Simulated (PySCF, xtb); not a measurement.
C₂Si, SMILES [C][C][Si] (connectivity only; charge and spin as stated), neutral, multiplicity 1.

GFN2-xTB (xtb) at its own geometry gives an orbital gap of 1.48 eV and a dipole moment of 6.05 D.

Geometry: PBE0-D3(BJ)/def2-TZVP. The geometry has at least one imaginary mode, so it is a saddle point at that level.

### Question
What does B3LYP/def2-TZVPD run with PySCF give? (An estimate is asked for; the answer gives what the named calculation found.)

### Answer
gap 3.91 eV (levels -7.64 and -3.72 eV), dipole 4.58 D.
